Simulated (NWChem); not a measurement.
The numbers come from NWChem runs, not from measurements. System: H4P2, charge 1, spin multiplicity 2, at the geometry of a parent with another charge or spin, in a state set for the comparison that need not be this species' ground state. Its SCF solution wasn't tested for a lower state. Level: UHF/6-311++G** (spherical d).

Input file:

```
start mol
memory heap 200 mb stack 900 mb global 1100 mb
charge 1
geometry units angstroms nocenter noautoz
  P      1.008557     0.521693     0.000000
  P     -1.008557    -0.521693     0.000000
  H      1.540850    -0.316327     1.031272
  H      1.540850    -0.316327    -1.031272
  H     -1.540850     0.316327     1.031272
  H     -1.540850     0.316327    -1.031272
  symmetry group C2h
end
basis spherical
  * library 6-311++g**
end
scf
  uhf
  nopen 1
  maxiter 100
  thresh 1e-7
  semidirect memsize 60000000 filesize 0
  # guess.movecs holds the orbitals of an unrestricted PBE0 run
  vectors input guess.movecs output mol.movecs
end
task scf energy
```

Output (cleaned and shortened):

```
             Northwest Computational Chemistry Package (NWChem) 7.3.0
             --------------------------------------------------------

                                NWChem Input Module
                                -------------------

 Scaling coordinates for geometry "geometry" by  1.889725989
 (inverse scale =  0.529177249)

 Turning off AUTOSYM since
 SYMMETRY directive was detected!

                             Geometry "geometry" -> ""
                             -------------------------

 Output coordinates in angstroms (scale by  1.889725989 to convert to a.u.)

  No.       Tag          Charge          X              Y              Z
 ---- ---------------- ---------- -------------- -------------- --------------
    1 P                   15.0000     1.00855700     0.52169300     0.00000000
    2 P                   15.0000    -1.00855700    -0.52169300     0.00000000
    3 H                    1.0000     1.54085000    -0.31632700     1.03127200
    4 H                    1.0000     1.54085000    -0.31632700    -1.03127200
    5 H                    1.0000    -1.54085000     0.31632700     1.03127200
    6 H                    1.0000    -1.54085000     0.31632700    -1.03127200

 Effective nuclear repulsion energy (a.u.)      87.2530053904

            Nuclear Dipole moment (a.u.)
            ----------------------------
        X                 Y               Z
 ---------------- ---------------- ----------------
     0.0000000000     0.0000000000     0.0000000000

      Symmetry information
      --------------------

 Group name             C2h
 Group number             21
 Group order               4
 No. of unique centers     2

      Symmetry unique atoms

     1    3


 Summary of "ao basis" -> "" (spherical)
 ------------------------------------------------------------------------------
       Tag                 Description            Shells   Functions and Types
 ---------------- ------------------------------  ------  ---------------------
 *                         6-311++g**                 on all atoms

 Summary of "ao basis" -> "ao basis" (spherical)
 ------------------------------------------------------------------------------
       Tag                 Description            Shells   Functions and Types
 ---------------- ------------------------------  ------  ---------------------
 P                         6-311++g**               14       30   7s6p1d
 H                         6-311++g**                5        7   4s1p

                                 NWChem SCF Module
                                 -----------------

  ao basis        = "ao basis"
  functions       =    88
  atoms           =     6
  alpha electrons =    17
  beta  electrons =    16
  charge          =   1.00
  wavefunction    = UHF
  use symmetry    = T
  symmetry adapt  = T

 Summary of "ao basis" -> "ao basis" (spherical)
 ------------------------------------------------------------------------------
       Tag                 Description            Shells   Functions and Types
 ---------------- ------------------------------  ------  ---------------------
 P                         6-311++g**               14       30   7s6p1d
 H                         6-311++g**                5        7   4s1p

      Symmetry analysis of basis
      --------------------------

        ag         29
        au         15
        bg         15
        bu         29

 Forming initial guess at       0.0s

   Symmetry analysis of molecular orbitals - initial alpha
   -------------------------------------------------------

  Numbering of irreducible representations:

     1 ag          2 au          3 bg          4 bu

  Orbital symmetries:

     1 ag          2 bu          3 ag          4 bu          5 ag
     6 bu          7 au          8 bg          9 ag         10 bu
    11 ag         12 bu         13 au         14 bg         15 bu
    16 ag         17 ag         18 bu         19 bg         20 ag
    21 au         22 bu         23 au         24 ag         25 bu
    26 bg         27 ag

   Symmetry analysis of molecular orbitals - initial beta
   ------------------------------------------------------

  Numbering of irreducible representations:

     1 ag          2 au          3 bg          4 bu

  Orbital symmetries:

     1 ag          2 bu          3 ag          4 bu          5 ag
     6 bu          7 au          8 bg          9 ag         10 bu
    11 ag         12 bu         13 au         14 bg         15 ag
    16 bu         17 ag         18 bu         19 bg         20 ag
    21 au         22 bu         23 au         24 ag         25 bu
    26 bg         27 ag

 Starting SCF solution at       0.0s

 ----------------------------------------------
         Quadratically convergent UHF

 Convergence threshold     :          1.000E-07
 Maximum no. of iterations :          100
 Integral*density screening:          1.000E-09
 ----------------------------------------------

              iter       energy          gnorm     gmax       time
             ----- ------------------- --------- --------- --------
                 1     -683.4734468165  8.22D-01  1.88D-01      0.2
                 2     -683.4921501502  8.32D-02  2.17D-02      0.2
                 3     -683.4954218712  7.42D-03  3.23D-03      0.3
                 4     -683.4954629191  8.57D-05  5.84D-05      0.5
                 5     -683.4954629284  2.07D-08  8.97D-09      0.7

       Final UHF  results
       ------------------

         Total SCF energy =   -683.495462928371
      One electron energy =  -1110.910762663834
      Two electron energy =    340.162294345077
[...]
     5      0.203147  1 P  s                 35     -0.203147  2 P  s
     6      0.196467  1 P  s                 36     -0.196467  2 P  s

 Vector   16  Occ=1.000000D+00  E=-6.970097D-01  Symmetry=ag
              MO Center=  2.6D-13,  3.1D-14, -1.2D-17, r^2= 2.6D+00
   Bfn.  Coefficient  Atom+Function         Bfn.  Coefficient  Atom+Function
  ----- ------------  ---------------      ----- ------------  ---------------
    16      0.389911  1 P  px                46     -0.389911  2 P  px

 Vector   17  Occ=1.000000D+00  E=-6.408905D-01  Symmetry=ag
              MO Center= -1.8D-13, -3.0D-13,  1.8D-18, r^2= 3.6D+00
   Bfn.  Coefficient  Atom+Function         Bfn.  Coefficient  Atom+Function
  ----- ------------  ---------------      ----- ------------  ---------------
    17      0.395045  1 P  py                47     -0.395045  2 P  py
     6      0.242745  1 P  s                 36      0.242745  2 P  s
    20      0.207590  1 P  py                50     -0.207590  2 P  py
     5      0.183909  1 P  s                 35      0.183909  2 P  s

 Vector   18  Occ=0.000000D+00  E=-1.301445D-01  Symmetry=bu
              MO Center=  6.1D-16,  5.9D-16,  2.7D-16, r^2= 6.8D+00
   Bfn.  Coefficient  Atom+Function         Bfn.  Coefficient  Atom+Function
  ----- ------------  ---------------      ----- ------------  ---------------
    22      2.861685  1 P  s                 52     -2.861685  2 P  s
    19     -0.852455  1 P  px                49     -0.852455  2 P  px
    24     -0.658539  1 P  py                54     -0.658539  2 P  py
    64     -0.648756  3 H  s                 71     -0.648756  4 H  s
    78      0.648756  5 H  s                 85      0.648756  6 H  s

 Vector   19  Occ=0.000000D+00  E=-1.094233D-01  Symmetry=ag
              MO Center= -1.7D-13,  1.8D-13, -3.7D-16, r^2= 1.1D+01
   Bfn.  Coefficient  Atom+Function         Bfn.  Coefficient  Atom+Function
  ----- ------------  ---------------      ----- ------------  ---------------
    22      1.423560  1 P  s                 52      1.423560  2 P  s
    64     -1.074970  3 H  s                 71     -1.074970  4 H  s
    78     -1.074970  5 H  s                 85     -1.074970  6 H  s
    24     -0.631083  1 P  py                54      0.631083  2 P  py
     6      0.435406  1 P  s                 36      0.435406  2 P  s

 Vector   20  Occ=0.000000D+00  E=-8.966056D-02  Symmetry=bg
              MO Center=  4.2D-16,  2.1D-16,  2.3D-15, r^2= 7.7D+00
   Bfn.  Coefficient  Atom+Function         Bfn.  Coefficient  Atom+Function
  ----- ------------  ---------------      ----- ------------  ---------------
    64      0.891962  3 H  s                 71     -0.891962  4 H  s
    78     -0.891962  5 H  s                 85      0.891962  6 H  s
    21     -0.743965  1 P  pz                51      0.743965  2 P  pz
    25     -0.620641  1 P  pz                55      0.620641  2 P  pz
    63      0.445726  3 H  s                 70     -0.445726  4 H  s

                     UHF Final Beta Molecular Orbital Analysis
                     -----------------------------------------

 Vector   14  Occ=1.000000D+00  E=-7.235589D-01  Symmetry=bg
              MO Center=  8.0D-14,  1.4D-15, -2.8D-16, r^2= 3.5D+00
   Bfn.  Coefficient  Atom+Function         Bfn.  Coefficient  Atom+Function
  ----- ------------  ---------------      ----- ------------  ---------------
    18      0.260117  1 P  pz                48     -0.260117  2 P  pz
    62      0.194717  3 H  s                 69     -0.194717  4 H  s
    76     -0.194717  5 H  s                 83      0.194717  6 H  s

 Vector   15  Occ=1.000000D+00  E=-6.953492D-01  Symmetry=ag
              MO Center= -2.2D-17, -9.6D-18,  5.0D-15, r^2= 2.7D+00
   Bfn.  Coefficient  Atom+Function         Bfn.  Coefficient  Atom+Function
  ----- ------------  ---------------      ----- ------------  ---------------
    16      0.346387  1 P  px                46     -0.346387  2 P  px
     6     -0.158653  1 P  s                 36     -0.158653  2 P  s

 Vector   16  Occ=1.000000D+00  E=-6.316999D-01  Symmetry=bu
              MO Center= -1.1D-16,  1.8D-16, -2.4D-17, r^2= 2.8D+00
   Bfn.  Coefficient  Atom+Function         Bfn.  Coefficient  Atom+Function
  ----- ------------  ---------------      ----- ------------  ---------------
     6      0.316286  1 P  s                 36     -0.316286  2 P  s
    17      0.275541  1 P  py                47      0.275541  2 P  py
     5      0.259016  1 P  s                 35     -0.259016  2 P  s
    16     -0.187399  1 P  px                46     -0.187399  2 P  px
    22      0.152933  1 P  s                 52     -0.152933  2 P  s

 Vector   17  Occ=0.000000D+00  E=-2.694266D-01  Symmetry=ag
              MO Center= -1.4D-16, -8.7D-17, -5.8D-16, r^2= 4.2D+00
   Bfn.  Coefficient  Atom+Function         Bfn.  Coefficient  Atom+Function
  ----- ------------  ---------------      ----- ------------  ---------------
    17      0.326638  1 P  py                47     -0.326638  2 P  py
    20      0.311293  1 P  py                50     -0.311293  2 P  py
     6      0.242337  1 P  s                 36      0.242337  2 P  s
    16      0.168166  1 P  px                46     -0.168166  2 P  px

 Vector   18  Occ=0.000000D+00  E=-1.053823D-01  Symmetry=ag
              MO Center=  1.0D-15,  1.2D-14,  2.0D-15, r^2= 1.2D+01
   Bfn.  Coefficient  Atom+Function         Bfn.  Coefficient  Atom+Function
  ----- ------------  ---------------      ----- ------------  ---------------
    22      1.533748  1 P  s                 52      1.533748  2 P  s
    64     -1.151706  3 H  s                 71     -1.151706  4 H  s
    78     -1.151706  5 H  s                 85     -1.151706  6 H  s
    24     -0.677613  1 P  py                54      0.677613  2 P  py
     6      0.410740  1 P  s                 36      0.410740  2 P  s

 Vector   19  Occ=0.000000D+00  E=-9.891314D-02  Symmetry=bu
              MO Center= -1.0D-15, -3.1D-15, -8.4D-17, r^2= 1.1D+01
   Bfn.  Coefficient  Atom+Function         Bfn.  Coefficient  Atom+Function
  ----- ------------  ---------------      ----- ------------  ---------------
    22      3.346043  1 P  s                 52     -3.346043  2 P  s
    24     -0.961288  1 P  py                54     -0.961288  2 P  py
    64     -0.780440  3 H  s                 71     -0.780440  4 H  s
    78      0.780440  5 H  s                 85      0.780440  6 H  s
    23     -0.730725  1 P  px                53     -0.730725  2 P  px

 center of mass
 --------------
 x =   0.00000000 y =   0.00000000 z =   0.00000000

 moments of inertia (a.u.)
 ------------------
          76.958643694678        -109.378926250804           0.000000000000
        -109.378926250804         274.510533792873           0.000000000000
           0.000000000000           0.000000000000         320.848186718289

  Mulliken analysis of the total density
  --------------------------------------

    Atom       Charge   Shell Charges
 -----------   ------   -------------------------------------------------------
    1 P   15    14.52   0.79  1.18  0.93  1.06  0.92  0.92  2.01  3.89  0.57  1.95  0.42 -0.13 -0.08  0.10
    2 P   15    14.52   0.79  1.18  0.93  1.06  0.92  0.92  2.01  3.89  0.57  1.95  0.42 -0.13 -0.08  0.10
    3 H    1     0.99   0.23  0.58  0.11  0.06  0.02
    4 H    1     0.99   0.23  0.58  0.11  0.06  0.02
    5 H    1     0.99   0.23  0.58  0.11  0.06  0.02
    6 H    1     0.99   0.23  0.58  0.11  0.06  0.02

  Mulliken analysis of the alpha density
  --------------------------------------

    Atom       Charge   Shell Charges
 -----------   ------   -------------------------------------------------------
    1 P   15     7.50   0.40  0.59  0.46  0.53  0.47  0.47  1.01  1.94  0.32  1.14  0.24 -0.09 -0.03  0.05
    2 P   15     7.50   0.40  0.59  0.46  0.53  0.47  0.47  1.01  1.94  0.32  1.14  0.24 -0.09 -0.03  0.05
    3 H    1     0.50   0.11  0.29  0.05  0.03  0.01
    4 H    1     0.50   0.11  0.29  0.05  0.03  0.01
    5 H    1     0.50   0.11  0.29  0.05  0.03  0.01
    6 H    1     0.50   0.11  0.29  0.05  0.03  0.01

   Mulliken analysis of the beta density
   -------------------------------------

    Atom       Charge   Shell Charges
 -----------   ------   -------------------------------------------------------
    1 P   15     7.01   0.40  0.59  0.46  0.53  0.45  0.44  1.00  1.95  0.25  0.81  0.18 -0.04 -0.05  0.05
    2 P   15     7.01   0.40  0.59  0.46  0.53  0.45  0.44  1.00  1.95  0.25  0.81  0.18 -0.04 -0.05  0.05
    3 H    1     0.49   0.11  0.29  0.05  0.03  0.01
    4 H    1     0.49   0.11  0.29  0.05  0.03  0.01
    5 H    1     0.49   0.11  0.29  0.05  0.03  0.01
    6 H    1     0.49   0.11  0.29  0.05  0.03  0.01

   Mulliken analysis of the spin density
   -------------------------------------

    Atom       Charge   Shell Charges
 -----------   ------   -------------------------------------------------------
    1 P   15     0.49   0.00 -0.00  0.00 -0.00  0.02  0.03  0.01 -0.01  0.07  0.34  0.05 -0.05  0.02  0.00
    2 P   15     0.49   0.00 -0.00  0.00 -0.00  0.02  0.03  0.01 -0.01  0.07  0.34  0.05 -0.05  0.02  0.00
    3 H    1     0.00   0.00  0.00 -0.00  0.01  0.00
    4 H    1     0.00   0.00  0.00 -0.00  0.01  0.00
    5 H    1     0.00   0.00  0.00 -0.00  0.01  0.00
    6 H    1     0.00   0.00  0.00 -0.00  0.01  0.00

       Multipole analysis of the density wrt the origin
       ------------------------------------------------

     L   x y z        total         alpha         beta         nuclear
     -   - - -        -----         -----         ----         -------
     0   0 0 0      1.000000    -17.000000    -16.000000     34.000000

     1   1 0 0     -0.000000     -0.000000     -0.000000      0.000000
     1   0 1 0      0.000000      0.000000      0.000000      0.000000
     1   0 0 1      0.000000      0.000000      0.000000      0.000000

     2   2 0 0    -11.851878    -81.259095    -73.479964    142.887181
     2   1 1 0      1.993882    -26.318294    -21.093728     49.405903
     2   1 0 1     -0.000000     -0.000000     -0.000000      0.000000
     2   0 2 0    -18.329799    -27.087910    -21.828621     30.586732
     2   0 1 1     -0.000000     -0.000000      0.000000      0.000000
     2   0 0 2    -17.304654    -16.720098    -15.776176     15.191621

 Task  times  cpu:        0.7s     wall:        0.7s

 Total times  cpu:        0.7s     wall:        0.7s
```
